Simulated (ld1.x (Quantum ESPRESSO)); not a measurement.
The numbers below are computed, except where a source is named.
## Potentials for F compared

Generated with ld1.x 7.5 (TM, RRKJ, ultrasoft, PAW), atompaw 4.2 or ONCVPSP 4.0.1. The cutoff is in Ry: for ld1.x and atompaw files where the sum of valence levels is converged to 10 mRy in a Bessel basis, for ONCV files where the hardest occupied wave has 1 mHa per electron of residual kinetic energy. The error is the largest all-electron minus pseudo excitation energy over each file’s own four to seven test configurations (ionisations up to +4, promotions, holes and added fractions of an electron), all of which were solved. The labels leave out finer settings (local radius, basis sizes, second energies), which also bear on the numbers. Spin-polarised tests are not counted. The rows are a selection from randomly drawn settings: files with unsolved tests, undetermined cutoffs or missed reference levels are left out.

```csv
potential,cutoff (Ry),largest error (meV),bound ghosts
"TM, PBE, scalar-relativistic, rc 0.75/0.85 (sp), local smoothed, core correction yes, reference 2s1 2p6",160,+123,none
"TM, BLYP, scalar-relativistic, rc 0.60/1.35 (sp), local smoothed, core correction no, reference 2s2 2p5",180,+2084,none
"TM, PBE, fully relativistic, rc 0.80/1.20 (sp), local s, core correction no, reference 2s2 2p5",140,+1269,none
"ultrasoft, revPBE, scalar-relativistic, rc 0.65/1.55/1.40 (spd), local smoothed, core correction no, reference 2s2 2p5",80,+181,none
"PAW, LDA (PZ), scalar-relativistic, rc 0.60/1.00/1.00 (spd), local smoothed, core correction yes, reference 2s2 2p5",100,-9.6,none
```

**Question.** Fill in the row for F: PAW, PW91, non-relativistic, rc 0.70/1.60 (sp), local smoothed, core correction yes, reference 2s2 2p4.

**Answer.** cutoff 60 Ry, largest error +28 meV, bound ghosts: none.

**Question.** Fill in the row for F: TM, PBE, scalar-relativistic, rc 0.85/0.85/0.75 (spd), local p, core correction yes, reference 2s2 2p5.

**Answer.** cutoff 160 Ry, largest error +343 meV, bound ghosts: none.
